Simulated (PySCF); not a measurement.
Question: Write Cartesian coordinates for `CC#CC(=O)NC` as optimised with B3LYP/def2-SVP.

Answer: 
```xyz
14
C5H7NO angstrom
C      3.4253    0.0198    0.8619
C      2.0592    0.2672    0.4191
C      0.9265    0.4859    0.0401
C     -0.4213    0.7905   -0.4457
O     -0.6525    1.7096   -1.2134
N     -1.3813   -0.0539    0.0451
C     -2.7794    0.0638   -0.3070
H      3.8932   -0.7802    0.2645
H      4.0453    0.9248    0.7555
H      3.4540   -0.2905    1.9193
H     -1.0871   -0.7834    0.6830
H     -2.8758    0.8989   -1.0128
H     -3.1542   -0.8548   -0.7902
H     -3.4059    0.2736    0.5771
```

Any rigid rotation of these coordinates is as good. Atoms count from 1 in this order. Of the pairs four or more bonds apart, O5···H12 is among the closest relative to their van der Waals radii: 2.37 Å, 87 % of the sum of Bondi's values. The 2 C–N bonds span 1.370 Å (C4–N6, drawn single) to 1.446 Å (N6–C7, drawn single), a spread of 0.076 Å. The C–C distances run from 1.214 Å (C2≡C3, drawn triple) to 1.465 Å (C3–C4, drawn single), a spread of 0.251 Å. N6 (amide nitrogen) is planar (angles 122.7°, 119.5° and 117.8°, sum 360.0°, 0.00 Å off the plane of its three neighbours).

Bonds between heavy atoms (Å): C1–C2 1.457, C2≡C3 1.214, C3–C4 1.465, C4=O5 1.220, C4–N6 1.370, N6–C7 1.446.

Level of theory: PySCF, B3LYP/def2-SVP geometry optimisation, gas phase.

B3LYP/def2-SVP frequencies: not computed here. One conformer, not necessarily the lowest (C3–C4–N6–C7 180°).
